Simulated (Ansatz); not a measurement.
One change: `C[CH2][In]([OH])[Cl]` becomes `[CH3][In]([OH])[Cl]`.

Ansatz, PBE0-D4/def2-TZVP geometries, multiplicity 1. Each molecule was computed in one conformer, which needn't be the lowest.

Elements past krypton have def2 core potentials.

| property | `C[CH2][In]([OH])[Cl]` |
| --- | --- |
| size of the dipole moment (B3LYP/def2-TZVPP) / D | 4.82 |
| HOMO–LUMO gap (PBE0/def2-TZVPP) / eV | 6.61 |
| size of the dipole moment (PBE/def2-TZVPP) / D | 4.66 |
| LUMO energy (PBE0/def2-TZVPP) / eV | -1.27 |
| LUMO energy (B3LYP/def2-TZVPP) / eV | -1.60 |
| HOMO energy (B3LYP/def2-TZVPP) / eV | -7.67 |

Q: What does the change do to each property? (Estimate.)

A: The calculation gave: 
| property | `[CH3][In]([OH])[Cl]` | shift |
| --- | --- | --- |
| size of the dipole moment (B3LYP/def2-TZVPP) / D | 4.54 | -0.28 |
| HOMO–LUMO gap (PBE0/def2-TZVPP) / eV | 6.91 | 0.30 |
| size of the dipole moment (PBE/def2-TZVPP) / D | 4.38 | -0.28 |
| LUMO energy (PBE0/def2-TZVPP) / eV | -1.29 | -0.02 |
| LUMO energy (B3LYP/def2-TZVPP) / eV | -1.63 | -0.03 |
| HOMO energy (B3LYP/def2-TZVPP) / eV | -7.95 | -0.28 |

Dipoles are sizes alone; their direction can turn.

B3LYP here is the variant with VWN-RPA as its local correlation; programs differ in this.
